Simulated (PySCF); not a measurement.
## Two-component Hartree-Fock for I²⁺ (iodine, charge +2)

Start: [Kr] 4d10 5s1 5p3 6s1; 5s1/2 filled at m_j = +1/2; 5p3/2 filled at m_j = -1/2, +1/2, +3/2; 6s1/2 filled at m_j = +1/2. Calculated with PySCF 2.14 in x2c-SVPall-2c with one added diffuse shell each of s, p type (7s9p4d, 54 functions): generalised Hartree-Fock with the X2C-1e Hamiltonian and a Gaussian nucleus; one run each with spin-orbit coupling (SO) switched off, then screened by Boettger's factors. This is a chosen level, not necessarily the ground level.

| spinor shell | electrons | ε, spin-free (eV) | ε, screened SO (eV) | weight of nominal j (screened SO) | rms radius, screened SO (bohr) |
| --- | --- | --- | --- | --- | --- |
| 1s1/2 | 2 | -33356.7 | -33353.1 | 1.000 | 0.0312 |
| 2s1/2 | 2 | -5275.8 | -5274.7 | 1.000 | 0.127 |
| 2p1/2 | 2 | -4732.5 | -4940.5 | 1.000 | 0.109 |
| 2p3/2 | 4 | -4732.5 | -4638.5 | 1.000 | 0.115 |
| 3s1/2 | 2 | -1129.3 | -1129.0 | 1.000 | 0.334 |
| 3p1/2 | 2 | -948.84 | -989.04 | 1.000 | 0.327 |
| 3p3/2 | 4 | -948.84 | -930.47 | 1.000 | 0.338 |
| 3d3/2 | 4 | -678.66 | -685.61 | 1.000 | 0.311 |
| 3d5/2 | 6 | -678.66 | -673.66 | 1.000 | 0.314 |
| 4s1/2 | 2 | -237.68 | -237.58 | 1.000 | 0.788 |
| 4p1/2 | 2 | -178.55 | -186.40 | 0.997 | 0.827 |
| 4p3/2 | 4 | -178.55 | -174.90 | 0.998 | 0.852 |
| 4d3/2 | 4 | -89.092 | -90.216 | 0.923 | 0.992 |
| 4d5/2 | 6 | -89.092 | -88.230 | 0.949 | 0.991 |
| 5s1/2 | 1 | -51.010 | -50.936 | 1.000 | 1.96 |
| 5p3/2 | 3 | -35.033 | -35.064 | 0.607 | 2.26 |
| 6s1/2 | 1 | -15.003 | -14.992 | 1.000 | 4.54 |

```json
{"quantity": "E (hartree)", "spin-free": "-7109.12360", "screened SO": "-7111.21733"}
{"quantity": "M_J", "spin-free": "5/2", "screened SO": "5/2"}
{"quantity": "⟨J²⟩", "spin-free": "8.752", "screened SO": "8.752"}
{"quantity": "⟨L²⟩", "spin-free": "0.000", "screened SO": "0.058"}
{"quantity": "⟨S²⟩", "spin-free": "8.752", "screened SO": "8.673"}
```

Each row is a mean over spinors that exchange with the open shell spreads, by up to 1.703 eV (4s1/2).

Rows whose weight is well below 1 are mixtures of j = l ± 1/2: exchange outweighs spin-orbit coupling there, and the label is only the starting occupation.

Breit and QED terms are absent; they matter most for the inner s and p1/2 levels.

Densities and radii are taken from the X2C orbitals without a picture-change correction, which distorts them close to the nucleus.

Without spin-orbit coupling the j labels of p, d and f shells carry no meaning; the spin-free column gives the mean over the occupied spinors of each nl shell.
